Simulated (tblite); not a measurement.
C6H5O3 (doublet state).
SMILES with atom numbers: `[CH3:1][O:2][c:3]1[o:4][cH:5][cH:6][c:7]1[C:8]=[O:9]` (hydrogens: H10, H11, H12 on C1; H13 on C5; H14 on C6)
Bond orders are those of one Lewis drawing.

Computed with GFN2-xTB (tblite), gas phase: L-BFGS steps from a force-field or distance-geometry start until the largest atomic force falls under 0.01 eV/Å.

Step 8: E = -748.2882 eV
```
atom  x, y, z in Å  |  force x, y, z in eV/Å
C1      2.4506   -0.0994   -0.0257    0.018  -0.003   0.004
O2      1.3511    0.7895   -0.0689    0.013  -0.016  -0.002
C3      0.1485    0.1776   -0.0161   -0.027  -0.028   0.004
O4      0.0658   -1.1686    0.0666    0.021  -0.062  -0.006
C5     -1.2468   -1.4835    0.0992   -0.028  -0.003   0.021
C6     -2.0325   -0.3859    0.0444    0.069  -0.042  -0.003
C7     -1.1397    0.7595   -0.0349   -0.049   0.088  -0.007
C8     -1.4706    2.0534   -0.0992    0.078   0.011   0.001
O9     -1.7658    3.1900   -0.1665   -0.051  -0.010  -0.003
H10     2.4448   -0.6831    0.8999    0.020   0.034   0.012
H11     3.3420    0.5209   -0.0722   -0.004   0.015  -0.004
H12     2.4279   -0.7934   -0.8718    0.015   0.045  -0.012
H13    -1.4748   -2.5250    0.1697   -0.088  -0.086  -0.004
H14    -3.1012   -0.3525    0.0534    0.012   0.057  -0.001
```

Step 9: E = -748.2895 eV
```
atom  x, y, z in Å  |  force x, y, z in eV/Å
C1      2.4515   -0.0980   -0.0257    0.016  -0.005   0.004
O2      1.3516    0.7898   -0.0687   -0.001  -0.033  -0.002
C3      0.1505    0.1749   -0.0164   -0.052  -0.027   0.007
O4      0.0681   -1.1723    0.0672   -0.030  -0.030  -0.009
C5     -1.2457   -1.4854    0.0999   -0.074   0.025   0.015
C6     -2.0315   -0.3871    0.0444    0.083  -0.008  -0.002
C7     -1.1372    0.7586   -0.0348   -0.042   0.063  -0.007
C8     -1.4669    2.0530   -0.0991    0.050   0.004   0.001
O9     -1.7689    3.1880   -0.1667   -0.032  -0.029  -0.002
H10     2.4443   -0.6822    0.8997    0.035   0.041   0.009
H11     3.3408    0.5253   -0.0727    0.004  -0.005  -0.001
H12     2.4275   -0.7924   -0.8716    0.027   0.051  -0.010
H13    -1.4835   -2.5251    0.1690   -0.046  -0.079  -0.002
H14    -3.1014   -0.3477    0.0535    0.062   0.032  -0.001
```

Step 10: E = -748.2905 eV
```
atom  x, y, z in Å  |  force x, y, z in eV/Å
C1      2.4524   -0.0970   -0.0257    0.009   0.000   0.003
O2      1.3517    0.7893   -0.0686   -0.026  -0.042   0.000
C3      0.1511    0.1726   -0.0165   -0.032  -0.026   0.008
O4      0.0692   -1.1755    0.0675   -0.070  -0.005  -0.008
C5     -1.2459   -1.4872    0.1008   -0.080   0.015   0.008
C6     -2.0299   -0.3878    0.0443    0.049   0.027   0.000
C7     -1.1358    0.7584   -0.0349   -0.012   0.023  -0.006
C8     -1.4632    2.0532   -0.0990    0.013  -0.001   0.002
O9     -1.7720    3.1865   -0.1668   -0.015  -0.033  -0.001
H10     2.4446   -0.6808    0.8999    0.044   0.038   0.008
H11     3.3402    0.5284   -0.0731    0.013  -0.012   0.001
H12     2.4278   -0.7907   -0.8719    0.036   0.043  -0.011
H13    -1.4907   -2.5266    0.1684   -0.012  -0.040  -0.002
H14    -3.1003   -0.3435    0.0534    0.082   0.013   0.000
```

Step 11: E = -748.2913 eV
```
atom  x, y, z in Å  |  force x, y, z in eV/Å
C1      2.4534   -0.0960   -0.0255    0.001   0.009   0.001
O2      1.3512    0.7880   -0.0685   -0.032  -0.037   0.002
C3      0.1511    0.1701   -0.0165   -0.015  -0.029   0.007
O4      0.0687   -1.1785    0.0675   -0.081   0.004  -0.004
C5     -1.2473   -1.4890    0.1018   -0.063   0.000   0.000
C6     -2.0279   -0.3878    0.0442   -0.001   0.049   0.003
C7     -1.1346    0.7587   -0.0351    0.032  -0.024  -0.004
C8     -1.4597    2.0535   -0.0989   -0.023  -0.004   0.003
O9     -1.7751    3.1848   -0.1670   -0.003  -0.019  -0.003
H10     2.4459   -0.6788    0.9004    0.049   0.026   0.010
H11     3.3399    0.5309   -0.0734    0.017  -0.009   0.002
H12     2.4288   -0.7883   -0.8724    0.042   0.026  -0.014
H13    -1.4974   -2.5287    0.1679    0.014   0.006  -0.002
H14    -3.0977   -0.3395    0.0534    0.062   0.002   0.001
```

Q: Estimate the geometry and energy of step 12. (The exact step hangs on the optimiser's Hessian estimate; all steps are aligned on step 11, rigid shifts and turns removed.)

A: E = -748.2920 eV, largest force 0.062 eV/Å
```
atom  x, y, z in Å  |  force x, y, z in eV/Å
C1      2.4542   -0.0951   -0.0254    0.001   0.012  -0.001
O2      1.3503    0.7863   -0.0684   -0.029  -0.026   0.003
C3      0.1507    0.1675   -0.0163    0.014  -0.028   0.005
O4      0.0668   -1.1810    0.0674   -0.060  -0.005  -0.001
C5     -1.2498   -1.4904    0.1026   -0.033  -0.009  -0.008
C6     -2.0262   -0.3868    0.0443   -0.040   0.047   0.004
C7     -1.1330    0.7587   -0.0353    0.045  -0.041  -0.002
C8     -1.4572    2.0534   -0.0987   -0.043  -0.006   0.003
O9     -1.7776    3.1831   -0.1673    0.003  -0.002  -0.004
H10     2.4479   -0.6767    0.9009    0.050   0.013   0.010
H11     3.3399    0.5327   -0.0736    0.017  -0.001   0.003
H12     2.4305   -0.7858   -0.8731    0.044   0.009  -0.014
H13    -1.5025   -2.5302    0.1674    0.023   0.036  -0.001
H14    -3.0946   -0.3362    0.0534    0.008   0.002   0.002
```

The energy changes by -0.0007 eV. The first-order estimate −F·Δx gives -0.0010 eV and the mean of the old and new forces, exact on a quadratic surface, -0.0007 eV. The step makes an angle of 59° with the force vector and moves no atom by more than 0.005 Å.

The cost below is that of the whole relaxation. The run took 0.25 s on an Arm Neoverse V2 with one thread, on a shared host.
